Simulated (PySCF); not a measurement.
These are r2SCAN-D4/def2-TZVP in PySCF values and carry that method's errors. Gas-phase values, no solvent. Excitations are Tamm–Dancoff values on a coarser integration grid. The basis has no diffuse functions, so Rydberg states are missing or too high.

Reference species (SMILES): `C1B2OB12` (neutral, multiplicity 1).

* **HOMO–LUMO gap**: 2.85 eV
* **T1 excitation (TDA)**: 1.44 eV
* **HOMO**: -5.41 eV

After one change: the HOMO–LUMO gap falls by 0.27 eV; the T1 excitation (TDA) increases by 0.34 eV; the HOMO falls by 0.09 eV.

**Question.** Name the change that produced these shifts. The new species is one of these.
A. `[H]/B=C1\BO1`
B. `OC1=BB1`
C. `C=BB=O`
D. `B=C=BO`

**Answer.** A, `[H]/B=C1\BO1`
